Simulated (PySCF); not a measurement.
## Basis and Hamiltonian dependence of the excitation energy of Cr

Cr [Ar] 3d5 4s1 (7S) → Cr [Ar] 3d4 4s2 (5D). Calculated with PySCF 2.14 from differences of total energies of unrestricted determinants, without spin-orbit coupling. Values in eV.

```
                                                                   basis       Hamiltonian  functions    UHF  r2SCAN   PBE0  MP2 (valence)  CCSD(T) (valence)  CCSD(T) (valence and next inner shell)
                                                            ANO-RCC-VTZP     spin-free X2C         59  0.882   1.947  1.607          1.118              0.837                                   0.993
                                                          aug-cc-pVDZ-DK     spin-free X2C         59  0.896   1.971  1.591          1.082              0.835                                     n/a
                                                            x2c-TZVPPall     spin-free X2C         64  0.864   1.986  1.603          1.049              0.775                                   0.917
                                                             def2-TZVPPD  non-relativistic         67  1.079   2.201  1.816          1.264              0.991                                   1.140
       x2c-TZVPPall with one added diffuse shell each of s, p, d, f type     spin-free X2C         80  0.863     n/a    n/a          1.036              0.795                                   0.936
                                                             def2-QZVPPD  non-relativistic         93  1.058   2.163  1.811          1.241              0.983                                   1.150
                                                            x2c-QZVPPall     spin-free X2C         96  0.853   1.968  1.611          1.036              0.777                                     n/a
                                                              dyall-av2z  non-relativistic        101  1.079   2.199  1.811          1.249              1.002                                     n/a
     aug-cc-pVTZ with one added diffuse shell each of s, p, d, f, g type  non-relativistic        118  1.073   2.170  1.812          1.219                n/a                                     n/a
    x2c-QZVPPall with one added diffuse shell each of s, p, d, f, g type     spin-free X2C        121  0.853   1.968  1.611          1.014                n/a                                     n/a
                                                           aug-cc-pwCVTZ  non-relativistic        127  1.064   2.164  1.810          1.232                n/a                                     n/a
                                                        aug-cc-pwCVTZ-DK     spin-free X2C        127  0.860   1.969  1.609          1.028                n/a                                     n/a
                                                          aug-cc-pVQZ-DK     spin-free X2C        140  0.855   1.956  1.603          1.012                n/a                                     n/a
aug-cc-pwCVTZ-DK with one added diffuse shell each of s, p, d, f, g type     spin-free X2C        152  0.860   1.968  1.609          1.018                n/a                                     n/a
```

Frozen in the all-electron rows: valence: [Ar]; valence and next inner shell: [Ne].

Non-relativistic rows lack the scalar-relativistic shift.

Reference for a calculation without spin-orbit coupling: 1.003 eV (measured, between term centres; NIST).
